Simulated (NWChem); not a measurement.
System: C3H3BO2; SMILES C(B(O)C=O)#C

```xyz
9

C      0.9544     2.3510     0.2733
C      0.3407     1.3220     0.0751
B     -0.4397     0.0372    -0.1721
O     -1.7972    -0.0070    -0.1988
C      0.2862    -1.3731    -0.4217
O      1.4970    -1.5169    -0.4314
H      1.5107     3.2460     0.4461
H     -2.2046     0.8601    -0.0446
H     -0.3767    -2.2573    -0.5936
```
Atoms are numbered in this order, from 1.

Computed with NWChem. Pople sets run with spherical d functions. All runs use the structure optimised with B3LYP/6-31G* (spherical d). Atomic charges in e: unrestrained fits to the electrostatic potential beside Mulliken populations; buried atoms are poorly determined by the fit.

For level Hartree-Fock/6-31G*:

- Mulliken C1: -0.26
- ESP C2: -0.35
- Mulliken C2: -0.19
- ESP B3: 0.74
- Mulliken B3: 0.59
- ESP O4: -0.78
- Mulliken O4: -0.71

Q: How do the values read with level B3LYP/def2-SVP instead?

A: 
| Quantity | Value |
|---|---|
| Mulliken C1 | -0.12 |
| ESP C2 | -0.24 |
| Mulliken C2 | 0.15 |
| ESP B3 | 0.51 |
| Mulliken B3 | -0.17 |
| ESP O4 | -0.63 |
| Mulliken O4 | -0.07 |
